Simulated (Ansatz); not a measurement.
Molecule: ReO, net charge 0, quartet state. The spin state was set by rule; other spins were not relaxed. SMILES: [O]=[Re]
Coordinates optimised at B3LYP-D3(BJ)/def2-TZVP (Ansatz, an electronic-structure program):
```xyz
2

Re     0.0000     0.0000    -0.1628
O      0.0000     0.0000     1.5259
```
Charge 0, spin multiplicity 4.

Quantity: atomisation energy (electronic, to ground-state atoms), in kJ/mol. Correlated levels leave the core frozen unless marked. UHF or UKS for open shells. No spin-orbit coupling. The frozen core is the preceding noble-gas configuration, with the filled d and f shells of earlier blocks. Past Kr the def2 sets carry scalar-relativistic core potentials. The coupled-cluster limit lacks core correlation, which all-electron functionals hold. CBS marks a two-point X^-3 extrapolation of the correlation energy; Hartree-Fock from the larger set.

The UHF reference is spin-contaminated (<S^2> 0.75 over the pure value in the largest basis). The T1 diagnostic of CCSD in the largest basis is 0.098, which is high, so the coupled-cluster rows are less sure than usual.

```json
[
 {"level": "PBE-D4/def2-TZVPD", "program": "Ansatz + dftd4", "atomisation energy (kJ/mol)": "569.1"},
 {"level": "BLYP/def2-TZVPD", "program": "Ansatz", "atomisation energy (kJ/mol)": "[?]"},
 {"level": "revPBE/def2-TZVPD", "program": "Ansatz", "atomisation energy (kJ/mol)": "533.2"},
 {"level": "B3LYP-D4/def2-TZVPD", "program": "Ansatz + dftd4", "atomisation energy (kJ/mol)": "485.4"},
 {"level": "B3LYP/def2-TZVPD", "program": "Ansatz", "atomisation energy (kJ/mol)": "480.6"},
 {"level": "PBE0/def2-TZVPD", "program": "Ansatz", "atomisation energy (kJ/mol)": "461.8"},
 {"level": "PBE0/def2-QZVPP", "program": "Ansatz", "atomisation energy (kJ/mol)": "472.1"},
 {"level": "HSE06-D4/def2-TZVPD", "program": "Ansatz + dftd4", "atomisation energy (kJ/mol)": "[?]"},
 {"level": "LC-wPBE-D4/def2-TZVPD", "program": "Ansatz + dftd4", "atomisation energy (kJ/mol)": "471.2"},
 {"level": "wB97X-V/def2-TZVPD", "program": "Ansatz", "atomisation energy (kJ/mol)": "482.8"},
 {"level": "wB97X/def2-TZVPD", "program": "Ansatz", "atomisation energy (kJ/mol)": "[?]"},
 {"level": "B2PLYP-D3(BJ)/def2-TZVPD", "program": "Ansatz + dftd3", "atomisation energy (kJ/mol)": "[?]"},
 {"level": "SCS-MP2/def2-TZVPP", "program": "Ansatz", "atomisation energy (kJ/mol)": "367.0"},
 {"level": "CCSD(T)/CBS(def2-TZVPPD,def2-QZVPPD)", "program": "Ansatz", "atomisation energy (kJ/mol)": "457.0"}
]
```

**Question.** Fill in the missing entries.

**Answer.** 
- BLYP/def2-TZVPD, atomisation energy (kJ/mol): 551.3
- HSE06-D4/def2-TZVPD, atomisation energy (kJ/mol): 465.2
- wB97X/def2-TZVPD, atomisation energy (kJ/mol): 465.0
- B2PLYP-D3(BJ)/def2-TZVPD, atomisation energy (kJ/mol): 488.5
